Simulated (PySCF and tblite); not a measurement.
Molecule: C6H10FN, numbered as in [CH3:1]/[CH:2]=[CH:3]/[N:4]1[CH2:5][C@@H:6]1[CH2:7][F:8]; H named by carrier, a and b as here (out-of-plane angle -33°, Å):

```
C1       2.847    0.939   -0.228
C2       1.552    0.198   -0.177
C3       0.686    0.155   -1.187
N4      -0.447   -0.616   -1.221
C5      -1.794   -0.456   -1.631
C6      -1.433   -1.028   -0.291
C7      -1.697   -0.202    0.949
F8      -3.005   -0.350    1.347
H1a      3.687    0.251   -0.125
H1b      2.949    1.472   -1.170
H1c      2.910    1.657    0.590
H2       1.345   -0.348    0.732
H3       0.871    0.684   -2.113
H5a     -2.134   -1.117   -2.419
H5b     -2.234    0.538   -1.658
H6      -1.526   -2.099   -0.139
H7a     -1.537    0.864    0.753
H7b     -1.074   -0.527    1.789
```

The mean out-of-plane torsion at N4 (0° is planar) is held and the rest relaxed at GFN2-xTB. Energies: PBE0/pcSseg-1 + D3(BJ). Couplings: B3LYP/6-31G* with H pcJ-1 F pcJ-1 N pcJ-1, gas phase, for ¹H, ¹⁹F, ¹⁵N. (tblite 0.8, PySCF 2.14.)

One held structure gave ³J(N4,F8) = -4.0, ³J(F8,H6) = 0.9, ²J(N4,H5a) = -0.4, ²J(N4,H5b) = -0.3, ²J(N4,H6) = -0.3, ²J(H5a,H5b) = 3.0, ³J(H5a,H6) = 2.5, ²J(N4,H3) = -5.3 Hz. Computed couplings to fluorine can be off by tens of per cent at such levels.

(1) At which out-of-plane angle was it held?
A. -53°
B. 53°
C. 34°
D. -33°
E. 0°

## Answers

(1) E. It lies 10.18 kcal/mol above the lowest point.
